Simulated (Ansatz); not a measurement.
`C=[CH][SnH2][Br]` and `C=[CH][SnH2][Cl]` differ in one atom or group.

Ansatz, PBE0-D4/def2-TZVP geometries, multiplicity 1. Each molecule was computed in one conformer, which needn't be the lowest.

Elements past krypton have def2 core potentials. Scalar relativity is left out up to krypton.

```tsv
property	`C=[CH][SnH2][Br]`
size of the dipole moment (PBE/def2-TZVPP) / D	2.51
LUMO energy (ωB97M-V/def2-TZVPP) / eV	0.85
LUMO energy (PBE/def2-TZVPP) / eV	-1.66
HOMO–LUMO gap (ωB97M-V/def2-TZVPP) / eV	11.10
HOMO energy (PBE/def2-TZVPP) / eV	-6.80
size of the dipole moment (B3LYP/def2-TZVPP) / D	2.60
```

(1) What does the change do to each property? (Estimate.)

Results:

(1) Ansatz gave: 
```
                                        property  `C=[CH][SnH2][Cl]`  shift
  size of the dipole moment (PBE/def2-TZVPP) / D                2.86   0.35
           LUMO energy (ωB97M-V/def2-TZVPP) / eV                0.84  -0.01
               LUMO energy (PBE/def2-TZVPP) / eV               -1.97  -0.31
         HOMO–LUMO gap (ωB97M-V/def2-TZVPP) / eV               11.33   0.23
               HOMO energy (PBE/def2-TZVPP) / eV               -6.99  -0.19
size of the dipole moment (B3LYP/def2-TZVPP) / D                2.94   0.34
```

Dipoles are sizes alone; their direction can turn.

B3LYP here is the variant with VWN-RPA as its local correlation; programs differ in this.

Spin–orbit coupling is left out; it splits and shifts lone-pair levels of the heavy atoms by tenths of an eV.
